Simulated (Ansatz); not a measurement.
C2H7FSi2 (`FC1([SiH3])C[SiH2]1`). Total charge 0; spin multiplicity 1.

```xyz
12

F    -0.721    1.464   -1.131
C    -0.202    0.442   -0.346
Si    1.506   -0.092   -0.892
C    -1.233   -0.632    0.019
Si   -0.685    0.381    1.467
H     1.962   -1.127    0.075
H     1.480   -0.681   -2.258
H     2.438    1.062   -0.867
H    -2.231   -0.398   -0.345
H    -0.962   -1.671   -0.137
H    -1.628    1.403    1.958
H     0.276   -0.150    2.455
```

Question: What are the harmonic wavenumbers in cm⁻¹ at PBE0-D4/def2-TZVP (Ansatz, finite differences of forces, unscaled)? (Best estimate.)

Answer: Computed: 128, 147, 195, 233, 350, 445, 503, 526, 607, 626, 641, 702, 778, 813, 895, 914, 928, 933, 947, 1010, 1128, 1162, 1404, 2216, 2223, 2243, 2265, 2293, 3123, 3204.

Question: Is this a minimum?

Answer: Yes, all 30 modes are real.

Question: Give the ideal-gas thermochemistry at 298.15 K and 1 bar (rigid rotor, harmonic oscillator; point group C1, symmetry number 1).

Answer: Zero-point energy 200.9 kJ/mol; H(298) − E = 222.6 kJ/mol; entropy 346.9 J/(mol·K), of which translation 167.0, rotation 113.9, vibration 65.9; G(298) − E = 119.2 kJ/mol.
